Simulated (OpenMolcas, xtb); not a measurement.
# How methods differ on GeSiH3ClO (SMILES Cl[SiH]1[O][GeH2]1)

The species is GeSiH3ClO (7 atoms), meant as a singlet with charge 0. SMILES: `Cl[SiH]1[O][GeH2]1`. The coordinates come from a PBE0-D4/def2-TZVP relaxation.

Each level gives the vertical ionisation energy (to the doublet cation) (eV). The values are calculated.

| level | kind | program | value (eV) | less CCSD(T)/6-31G* |
| --- | --- | --- | --- | --- |
| GFN2-xTB | semi-empirical | xtb | 13.17 | +4.15 |
| HF/6-31G* (spherical functions) | Hartree–Fock | OpenMolcas | 8.51 | -0.51 |
| SVWN5/6-31G* (spherical functions) | LDA | OpenMolcas | 9.21 | +0.19 |
| BLYP/6-31G* (spherical functions) | GGA | OpenMolcas | 8.89 | -0.13 |
| M06-L/6-31G* (spherical functions) | meta-GGA | OpenMolcas | 9.14 | +0.12 |
| B3LYP/6-31G* (spherical functions) | global hybrid | OpenMolcas | 9.23 | +0.21 |
| BHLYP/6-31G* (spherical functions) | global hybrid | OpenMolcas | 9.24 | +0.22 |
| CCSD(T)/6-31G* (spherical functions), open shells restricted | coupled cluster or CI | OpenMolcas | 9.02 | 0.00 |

CCSD(T)/6-31G* (spherical functions), open shells restricted is the highest level here, not the true value. All-electron rows without a relativistic Hamiltonian named are non-relativistic. The values span 8.51 to 13.17 eV. The xTB values lack the empirical shift that such differences need. In the correlated wave-function rows the outer d shell of Ge is correlated, in sets not made for it.
